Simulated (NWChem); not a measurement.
Molecule: CdCl2; SMILES [Cd]([Cl])[Cl]

```xyz
3

Cd     0.0000     0.0000     0.0000
Cl     0.0000     0.0000     2.2765
Cl     0.0000     0.0000    -2.2765
```
Atoms are numbered in this order, from 1.

Results from NWChem. Coordinates come from a PBE0/def2-SVP (def2 core potentials past Kr) optimisation.

Problem. Estimate the computed values for Hartree-Fock/3-21G, non-relativistic. Quantities: highest occupied level (eV); orbital gap (eV).

Solution. 
```
Quantity                     Result
---------------------------  ------
highest occupied level (eV)  -12.16
orbital gap (eV)              12.40
```
